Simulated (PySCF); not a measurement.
# Polarisability and C₆ of Ge+ (germanium, charge +1)

[Ar] 3d10 4s2 4p1, 2P determinant. Computed with PySCF 2.14 in aug-cc-pwCVQZ-PP with ECP10MDF, with scalar relativity through the core potential. Coupled (time-dependent) response in atomic units; α is the mean over directions.

| method | mean α (bohr³) | α xx, yy, zz | C₆ (like pair) | S(−4) |
| --- | --- | --- | --- | --- |
| HSE06 | 19.02 | 17.65, 21.76, 17.65 | 110.5 | 138.4 |

S(−4) is the Cauchy moment in α(ω) = α(0) + S(−4) ω² + …

Spin-orbit coupling is absent.

α(iu) at HSE06:

```tsv
u (hartree)	α(iu) (bohr³)
0	19.02
0.0500	18.68
0.100	17.75
0.200	14.88
0.300	11.87
0.500	7.473
0.750	4.582
1.00	3.127
1.50	1.808
2.00	1.234
3.00	0.7281
5.00	0.3708
```

A single London oscillator, α(iu) = α/(1 + u²/ω²), gives C₆ = (3/4) ω α². Matching the computed C₆ needs ω = 4 × 110.5 / (3 × 19.02²) = 0.407 hartree.

For an ion, C₆ is the dispersion term alone; charge-induced terms of lower order in 1/R come first.

The components differ because the open shell of this determinant is not spherical; for a pure term their mean is the scalar polarisability.

Energies and moments cover only the electrons outside the core potential.
